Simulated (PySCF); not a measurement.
C7H13Al.
Numbering: `[CH2:1]=[C:2]([CH3:3])[C@H:4]1[CH2:5][CH2:6][CH2:7][AlH:8]1` (hydrogens: H9, H10 on C1; H11, H12, H13 on C3; H14 on C4; H15, H16 on C5; H17, H18 on C6; H19, H20 on C7; H21 on Al8)

Computed by this run: PBE0-D3(BJ)/def2-SVP geometry optimisation, gas phase in PySCF 2.14.0; density fitting, grid level 1; the optimiser is geomeTRIC in internal coordinates, started from a GFN2-xTB structure with every atom displaced at random (about 0.01 Å).

Step 0: E = -14047.9105 eV
```
atom  x, y, z in Å  |  force x, y, z in eV/Å
C1     -1.6561    0.9411    1.0364   -1.589   1.514   0.849
C2     -1.5719    0.0614    0.0619    0.621  -1.265  -1.049
C3     -2.7475   -0.3429   -0.7999    0.465   0.675   1.202
C4     -0.2152   -0.5911   -0.2135   -1.290   0.331   0.329
C5      0.7474    0.3430   -0.9384    0.668   0.357   0.698
C6      2.1921   -0.1023   -0.6718   -0.200   0.381   0.461
C7      2.5425   -0.0209    0.8369   -0.902   0.110  -0.496
Al8     0.7900   -0.6757    1.5187    0.201  -0.176  -0.790
H9     -2.5850    1.5112    1.2639    0.496  -0.373  -0.082
H10    -0.8113    1.2126    1.6545    0.586   0.211   0.378
H11    -2.5087   -0.1596   -1.8321    0.134   0.074  -0.957
H12    -2.9104   -1.4064   -0.6673   -0.258  -0.600  -0.046
H13    -3.6573    0.2156   -0.5352   -0.010  -0.102  -0.006
H14    -0.4288   -1.4583   -0.8524    0.406  -0.376   0.127
H15     0.5542    0.3777   -2.0038   -0.142   0.187  -0.689
H16     0.6350    1.3776   -0.5250   -0.016  -0.352  -0.348
H17     2.2967   -1.1324   -1.0083    0.128  -0.489  -0.263
H18     2.8723    0.5067   -1.2601    0.442   0.237  -0.392
H19     3.4538   -0.5767    1.0482    0.312  -0.217   0.307
H20     2.7267    1.0356    1.0915    0.058   0.053   0.169
H21     0.2105   -1.0938    2.8912   -0.110  -0.181   0.600
```

**Question.** Estimate the geometry and energy of step 1. (The exact step hangs on the optimiser's Hessian estimate; all steps are aligned on step 0, rigid shifts and turns removed.)

**Answer.** E = -14048.1730 eV, largest force 0.234 eV/Å
```
atom  x, y, z in Å  |  force x, y, z in eV/Å
C1     -1.7248    1.0582    1.0162    0.089   0.065   0.028
C2     -1.5726    0.1112    0.0764    0.079  -0.099   0.121
C3     -2.7251   -0.3515   -0.7612    0.051  -0.064  -0.133
C4     -0.2353   -0.5339   -0.1781   -0.056   0.151  -0.050
C5      0.7688    0.3655   -0.9510   -0.073  -0.103  -0.116
C6      2.2118   -0.0807   -0.6984    0.028  -0.092   0.054
C7      2.5081   -0.0671    0.8130    0.163  -0.164   0.031
Al8     0.8014   -0.7856    1.4989   -0.032   0.113  -0.038
H9     -2.6786    1.5546    1.1991   -0.083   0.040  -0.003
H10    -0.8842    1.3986    1.6412   -0.042  -0.012  -0.071
H11    -2.4955   -0.2096   -1.8342   -0.043  -0.028   0.097
H12    -2.8899   -1.4342   -0.6159   -0.018   0.058  -0.024
H13    -3.6597    0.1777   -0.5298   -0.011   0.003   0.019
H14    -0.3805   -1.4616   -0.7599    0.030  -0.023   0.038
H15     0.5489    0.3856   -2.0361   -0.006   0.004   0.101
H16     0.6584    1.4031   -0.5926   -0.019   0.048  -0.018
H17     2.3354   -1.1137   -1.0799    0.006   0.086  -0.042
H18     2.9136    0.5459   -1.2788   -0.019  -0.020   0.051
H19     3.4242   -0.6303    1.0683   -0.072   0.082   0.003
H20     2.6787    0.9698    1.1585   -0.021  -0.005   0.035
H21     0.3258   -1.2797    2.9399    0.048  -0.041  -0.083
```

The energy changes by -0.2624 eV. The first-order estimate −F·Δx gives -0.5108 eV and the mean of the old and new forces, exact on a quadratic surface, -0.2614 eV. The step makes an angle of 76° with the force vector and moves no atom by more than 0.224 Å.

The cost below is that of the whole optimisation. The run took 5.9 min wall on one thread, Arm Neoverse N1 (aarch64), shared host with 64 logical CPUs at a one-minute load of 24, and the process peaked at 0.90 GiB of memory.
